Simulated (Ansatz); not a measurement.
System: CdF₂ (charge +1, doublet). The spin state was set by rule; other spins were not relaxed. SMILES of the parent species: [F][Cd][F]
Geometry from a B3LYP-D3(BJ)/def2-TZVP (Ansatz, an electronic-structure program) optimisation:
```
Cd
F 1 1.9832
F 1 1.9832 2 180.00
```
Charge +1, spin multiplicity 2.

Parts of the frozen-core correlation energy in STO-3G (Ansatz, hartree). Frozen orbitals: 20; correlated occupied orbitals by spin: 13 and 12; virtual: 4 and 5. UHF or UKS for open shells. Spin-orbit coupling is left out. In def2 rows, elements after Kr have scalar-relativistic effective core potentials. STO-3G rows are all-electron and non-relativistic.

```tsv
term	value
reference (HF)	-5607.47327
MP2 opposite-spin	___
MP2 same-spin	___
CCSD correlation	___
(T)	-0.00724
T1 diagnostic	0.032
largest doubles amplitude	0.115
<S^2> of the reference	0.784
```

Task: Fill in the missing entries.

Result: 
- MP2 opposite-spin, value: -0.03735
- MP2 same-spin, value: -0.00766
- CCSD correlation, value: -0.06242
